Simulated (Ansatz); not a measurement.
Relaxation of H₃InS₂ (6 atoms, charge 0, multiplicity 1), to a largest force component of 0.015 eV/Å in at most 40 steps.

The calculation used Ansatz, RKS PBE/def2-SVP.

```xyz
6
Properties=species:S:1:pos:R:3:forces:R:3
S -1.827 -0.452 0.168 0.22 0.06 1.06
In 0.426 0.141 -0.489 0.19 0.03 0.32
S 0.713 0.298 -2.876 0.81 0.18 -0.02
H -2.257 -0.578 -1.079 -0.34 -0.09 -0.98
H 1.654 0.410 0.709 -0.07 -0.01 -0.11
H -0.581 0.011 -3.007 -0.81 -0.17 -0.26
```

**Question.** Where does it end, and by what steps?

**Answer.** It converged. After 4 steps the energy has fallen by 0.053 eV; H6 moved furthest, 0.16 Å.

| step | energy less start (eV) | largest force component (eV/Å) | accepted |
| --- | --- | --- | --- |
| 0 | 0.0000 | 1.060 | yes |
| 1 | -0.0324 | 0.414 | yes |
| 2 | -0.0498 | 0.240 | yes |
| 3 | -0.0523 | 0.039 | yes |
| 4 | -0.0529 | 0.010 | yes |

```xyz
6
Properties=species:S:1:pos:R:3
S -1.844 -0.483 0.251
In 0.395 0.132 -0.460
S 0.761 0.321 -2.854
H -2.317 -0.568 -1.025
H 1.664 0.417 0.675
H -0.531 0.012 -3.161
```

Time of the run: 13 s on 1 CPU thread of a shared host.
